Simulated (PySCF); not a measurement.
Geometry:
```tsv
atom	x (Å)	y (Å)	z (Å)
C1	-1.415	0.729	0.645
C2	-0.040	1.077	1.192
C3	1.086	0.774	0.214
C4	2.452	1.141	0.765
C5	3.577	0.855	-0.184
O6	3.507	0.384	-1.266
Cl7	5.168	1.323	0.510
H8	-2.209	0.961	1.370
H9	-1.488	-0.343	0.403
H10	-1.631	1.290	-0.278
H11	0.136	0.526	2.133
H12	-0.008	2.148	1.464
H13	1.077	-0.296	-0.051
H14	0.919	1.315	-0.733
H15	2.676	0.602	1.702
H16	2.517	2.210	1.032
```

Geometry: PBE0-D3(BJ)/def2-SVP; GIAO shifts from PySCF 2.14.0 with density-fitted response routines, gas phase, non-relativistic, averaged over equivalent atoms.

At PBE0/aug-cc-pVDZ (246 basis functions, 32 s wall time on 1 thread of an Arm Neoverse V2, shared host):
| atoms | δ (ppm) |
| --- | --- |
| C5 | 178.3 |
| C4 | 48.6 |
| C3 | 29.9 |
| C2 | 25.9 |
| C1 | 15.4 |
| O6 | 530.2 |
| Cl7 | 432.1 |
| H15/H16 | 2.97 |
| H13/H14 | 1.57 |
| H11/H12 | 1.22 |
| H8/H9/H10 | 1.05 |

Scale: 13C (195.12 ppm) and 1H (31.39 ppm) vs TMS; 17O (335.91 ppm) against H2O; HCl for 35Cl (967.65 ppm) (reference shieldings calculated alike).

Task: Predict the values at PBE0/def2-TZVP on the same geometry.

Result: 
```json
{"atoms": "C5", "δ at PBE0/def2-TZVP": "184.2", "change": "+5.9"}
{"atoms": "C4", "δ at PBE0/def2-TZVP": "51.1", "change": "+2.5"}
{"atoms": "C3", "δ at PBE0/def2-TZVP": "30.2", "change": "+0.3"}
{"atoms": "C2", "δ at PBE0/def2-TZVP": "26.2", "change": "+0.3"}
{"atoms": "C1", "δ at PBE0/def2-TZVP": "16.0", "change": "+0.6"}
{"atoms": "O6", "δ at PBE0/def2-TZVP": "569.4", "change": "+39.2"}
{"atoms": "Cl7", "δ at PBE0/def2-TZVP": "466.9", "change": "+34.8"}
{"atoms": "H15/H16", "δ at PBE0/def2-TZVP": "2.90", "change": "-0.07"}
{"atoms": "H13/H14", "δ at PBE0/def2-TZVP": "1.51", "change": "-0.06"}
{"atoms": "H11/H12", "δ at PBE0/def2-TZVP": "1.18", "change": "-0.04"}
{"atoms": "H8/H9/H10", "δ at PBE0/def2-TZVP": "0.97", "change": "-0.08"}
```

Chemical shifts δ = σref − σ; TMS for 13C (σref 186.65) and 1H (σref 31.48); 17O (σref 332.57) vs H2O; 35Cl (σref 932.72) vs HCl, all at this level.

The largest change is at O6 (carbonyl oxygen). Cost: 277 basis functions, 42 s wall time on 1 thread of an Arm Neoverse V2, shared host. The order of the carbon signals is the same at both levels.

Carbons that carry Cl, above all several Cl atoms, come out too deshielded, partly because spin–orbit coupling is missing. Unscaled 17O shifts of doubly bonded oxygen tend to come out too high, by tens of ppm or more. Experimental scales use liquid or dissolved standards, which lie at an offset from isolated H2O (liquid H2O: subtract about 36 ppm).
